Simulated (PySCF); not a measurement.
# Electron correlation in N (nitrogen, neutral)

[He] 2s1 2p4, high-spin 4P determinant (an excited configuration). All numbers are calculated (PySCF 2.14, scalar relativity by spin-free X2C-1e, in x2c-QZVPPall (7s4p3d2f1g, 57 functions)). Frozen: nothing; 7 electrons correlated.

```json
{"level": "CCSD", "correlation energy (mhartree)": "-141.06"}
{"level": "(T)", "correlation energy (mhartree)": "-3.74"}
{"level": "CCSD(T)", "correlation energy (mhartree)": "-144.80"}
```

Diagnostics: T1 = 0.019, D1 = 0.0636, largest double amplitude 0.083.

Question: Is a single reference adequate?

Answer: Mostly. T1 lies below 0.03, but a double amplitude of this size points to a near-degeneracy that CCSD handles and MP2 describes poorly.

This basis was not built for core-valence correlation, so the inner-shell part is incomplete.
